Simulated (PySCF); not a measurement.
Si3H5ClO3

Si3H5ClO3 is a molecule, neutral, singlet. The structure was relaxed in the gas phase by PBE0-D3(BJ)/def2-SVP. No frequency run checks that it is a minimum.

SMILES: Cl[SiH]1O[SiH2]O[SiH2]O1

```xyz
12

O     0.249   -1.504   -0.259
Si    1.660   -0.624   -0.111
O     1.224    0.975    0.024
Si   -0.247    1.749    0.058
O    -1.415    0.578   -0.167
Si   -1.336   -1.070   -0.119
Cl   -2.045   -1.723    1.693
H     2.385   -1.047    1.113
H     2.474   -0.820   -1.336
H    -0.331    2.722   -1.059
H    -0.437    2.399    1.379
H    -2.144   -1.664   -1.198
```
Atoms count from 1 in this order.

Shieldings: GIAO PBE0/pcSseg-1. Shifts are against computed references at the same level: H TMS (σ 31.27 ppm), Si TMS (σ 352.0 ppm). Core levels by delta-SCF with SCAN, pcX-2 on the ionised atom and pcseg-1 elsewhere, spin-free X2C (2p3/2 is the spin-free 2p value less a third of a first-order spin-orbit splitting); from the vacuum level, for chosen atoms.

Problem. Give the shieldings and core levels atom by atom.

Solution. 
```csv
atoms,bonded to,σ (ppm),δ (ppm),core level (eV)
O1 O5,2 Si,224.4,-,1s 538.44
Si2 Si4,2 O + 2 H,383.2,-31.2,2p3/2 108.48
O3,2 Si,251.1,-,1s 538.35
Si6,1 Cl + 2 O + 1 H,391.5,-39.5,2p3/2 108.95
Cl7,1 Si,842.1,-,2p3/2 206.14
H8,1 Si,26.03,5.24,-
H9,1 Si,26.09,5.17,-
H10,1 Si,26.11,5.15,-
H11,1 Si,26.01,5.26,-
H12,1 Si,26.05,5.21,-
```

Values are those of this one static structure; atoms that internal rotation interchanges would show their mean in an NMR spectrum.

Problem. Which of Si2, Si6 holds its core electrons tightest, and by how much against the loosest?

Solution. Si6 (bonded to 1 Cl + 2 O + 1 H), by 0.47 eV over Si2 (bonded to 2 O + 2 H).

Problem. By CAM-B3LYP/def2-SVPD (TDDFT singlets, Tamm-Dancoff triplets, ionisation by delta-SCF), where does absorption start, and what does vertical ionisation take?

Solution. The lowest singlet lies at 7.67 eV (f 0.005), the strongest of the first 6 at 8.71 eV (f 0.081), the lowest triplet at 7.27 eV; vertical ionisation takes 10.99 eV.
